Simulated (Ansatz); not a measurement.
Reaction (ligand exchange at the Si–C bond): `[SiH3]CC[SeH]` + `[OH][Ga]([OH])[Cl]` → `[OH][Ga]([Cl])[O][SiH3]` + `CC[SeH]`

Calculated with Ansatz (gas phase, PBE0-D4/def2-TZVP geometries, no zero-point term in ΔE). CCSD(T)/CBS is the MP2 limit (def2-TZVPP, def2-QZVPP) plus CCSD(T) − MP2 in def2-TZVPP, frozen cores. Functionals use def2-TZVPP. B3LYP here is the variant with VWN-RPA as its local correlation; programs differ in this. For Ga, Se outer-core shells are correlated without core-valence functions, which leaves a few kJ/mol of doubt a bond. Scalar relativity is left out up to krypton. Each species was taken in one conformer, which may not be the lowest.

| level | ΔE (kcal/mol) | difference from CCSD(T)/CBS |
| --- | --- | --- |
| PBE-D4 | -21.7 | 3.9 |
| r2SCAN-D4 | -25.0 | 0.6 |
| PBE0-D4 | -23.5 | 2.1 |
| B3LYP-D4 | -26.1 | -0.5 |
| ωB97X-V | -25.5 | 0.1 |
| ωB97M-V | -25.2 | 0.4 |
| B2PLYP | -26.6 | -1.0 |
| PBE | -21.9 | 3.7 |
| r2SCAN | -25.1 | 0.5 |
| PBE0 | -23.6 | 2.0 |
| B3LYP | -26.3 | -0.7 |
| HF/def2-TZVPP | -31.8 | -6.2 |
| MP2/def2-TZVPP | -26.0 | -0.4 |
| SCS-MP2/def2-TZVPP | -27.3 | -1.7 |
| CCSD/def2-TZVPP | -26.7 | -1.1 |
| CCSD(T)/def2-TZVPP | -25.9 | -0.3 |
| HF/def2-QZVPP | -32.2 | -6.6 |
| MP2/def2-QZVPP | -26.0 | -0.4 |
| SCS-MP2/def2-QZVPP | -27.2 | -1.6 |
| HF/CBS(def2) | -32.3 | -6.7 |
| MP2/CBS(def2) | -25.7 | -0.1 |
| CCSD/CBS(def2) | -26.4 | -0.8 |
| CCSD(T)/CBS | -25.6 | 0 |

Largest T1 diagnostic among the species: 0.013.

In def2-TZVPP, CCSD(T) changes the Hartree–Fock value by +5.9 kcal/mol (the triples alone add +0.8 kcal/mol) and MP2 by +5.8 kcal/mol. From PBE to PBE0 (25 % exact exchange), in def2-TZVPP and without D4, ΔE moves by −1.7 kcal/mol.
